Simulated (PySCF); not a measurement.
# Vertical excitation energies

Compound: C4H7FOSi.
SMILES: `C#C[C@](C)(F)[SiH2]O`

The calculation used TDDFT CAM-B3LYP/def2-SVPD, vertical, gas phase, core orbitals frozen in the response in PySCF 2.14.0, density-fitted response routines. One conformer (not necessarily the lowest) at the GFN2-xTB geometry, without solvent, vibrations or thermal averaging. Torsions of this conformer, `[CH:1]#[C:2][C@:3]([CH3:4])([F:5])[SiH2:6][OH:7]`: C2–C3–Si6–O7 170°, H–O7–Si6–C3 -47°.

```json
{"state": "S1", "E (eV)": "5.82", "λ (nm)": "213.0", "f": "0.0058", "|μ| (D)": "0.51", "main configurations (H = HOMO, L = LUMO)": "H→L (50%), H→L+1 (25%), H→L+2 (11%)"}
{"state": "S2", "E (eV)": "6.61", "λ (nm)": "187.5", "f": "0.0013", "|μ| (D)": "0.23", "main configurations (H = HOMO, L = LUMO)": "H-1→L (28%), H→L+3 (15%), H-1→L+1 (12%)"}
{"state": "S3", "E (eV)": "6.97", "λ (nm)": "177.9", "f": "0.021", "|μ| (D)": "0.88", "main configurations (H = HOMO, L = LUMO)": "H→L (21%), H-1→L+3 (17%), H-1→L (15%)"}
{"state": "S4", "E (eV)": "7.24", "λ (nm)": "171.3", "f": "0.0009", "|μ| (D)": "0.18", "main configurations (H = HOMO, L = LUMO)": "H-2→L (16%), H-1→L+3 (16%), H→L (12%)"}
{"state": "S5", "E (eV)": "7.50", "λ (nm)": "165.3", "f": "0.034", "|μ| (D)": "1.09", "main configurations (H = HOMO, L = LUMO)": "H→L+2 (59%), H→L+1 (30%)"}
{"state": "S6", "E (eV)": "7.86", "λ (nm)": "157.7", "f": "0.014", "|μ| (D)": "0.69", "main configurations (H = HOMO, L = LUMO)": "H-2→L (49%), H-3→L (26%)"}
{"state": "S7", "E (eV)": "7.92", "λ (nm)": "156.5", "f": "0.014", "|μ| (D)": "0.68", "main configurations (H = HOMO, L = LUMO)": "H-3→L (24%), H→L+1 (18%), H-2→L+1 (13%)"}
{"state": "S8", "E (eV)": "8.17", "λ (nm)": "151.7", "f": "0.044", "|μ| (D)": "1.20", "main configurations (H = HOMO, L = LUMO)": "H-1→L+2 (64%), H-1→L+1 (25%)"}
```

Triplets (Tamm–Dancoff): T1 5.22 eV, H→L (30%), H-1→L (13%), H-1→L+1 (11%); T2 5.43 eV, H→L (21%), H-1→L+1 (18%), H→L+1 (16%); T3 5.83 eV, H→L+3 (23%), H→L+5 (11%), H-1→L (11%).

The lowest singlet comes at 213 nm (562 kJ/mol) in the ultraviolet; it is weak; its leading configuration is HOMO→LUMO (50%). The strongest level in the table is S8 at 8.17 eV (152 nm, f = 0.044). It is the last of those listed, so stronger ones may follow. Löwdin shares by element: HOMO carbon 66% or more, silicon 10% (atoms not listed hold the other 24%); LUMO silicon 21%, oxygen 16%, carbon 10% or more, fluorine 10% (atoms not listed hold the other 42%). Orbital energies (eV): HOMO-3 -10.91, HOMO-2 -10.56, HOMO-1 -9.90, HOMO -9.07, LUMO 0.58, LUMO+1 1.28, LUMO+2 1.43. Of the 8 states listed, 5 reach f = 0.01 and none stays under 0.0005. The listed states span 2.35 eV, and the widest gap between neighbours is 0.79 eV (S1 to S2). The window holds the lowest 8 singlets.

The run took 71 s of wall time on one thread of an Arm Neoverse N1 (shared host), and the process peaked at 0.92 GiB of memory.
